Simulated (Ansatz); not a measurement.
The cluster Sr₂O₂⁺, relaxed as a doublet with UKS r2SCAN-D4/def2-TZVP in Ansatz, starting from the GFN2-xTB geometry. Force threshold 0.02 eV/Å.

In the def2 sets Sr takes a core potential; there is no spin–orbit coupling. The structure holds 1 bond(s) between oxygen atoms. The relaxation made no stability test and no search for a lower SCF solution. Another isomer (doublet) lies 1.63 eV lower at PBE0-D4/def2-TZVP; other spin states weren't run for this one.

Start:

```xyz
4

Sr    1.589   -0.777   -1.050
Sr   -1.699   -1.141   -0.196
O     0.669    1.027    0.465
O    -0.559    0.891    0.782
```

**Question.** Estimate the energy that the relaxation releases and the steps that it takes.

**Answer.** 77.1 kcal/mol, in 12 steps; 36 s on 4 threads of Arm Neoverse V2 on a shared host. No frequencies were taken in this run, so the end may be a saddle point.

**Question.** Does the start keep its bonding and symmetry?

**Answer.** By distances, no bond broke or formed. The bond that changes most is Sr1–O4, from 3.28 to 2.26 Å (atoms count from 1). Point group C2v at the start, C2v at the end, both within 0.05 Å.

**Question.** Predict the relaxed structure.

**Answer.** 
```xyz
4

Sr    1.6447   -0.0627   -1.0276
Sr   -1.6817   -0.8157    0.5207
O     0.3660    0.0913    0.8309
O    -0.3290    0.7871   -0.3241
```
Bond lengths (bridged metal pairs left out): 4 × O–Sr 2.26 Å; 1 × O–O 1.52 Å.
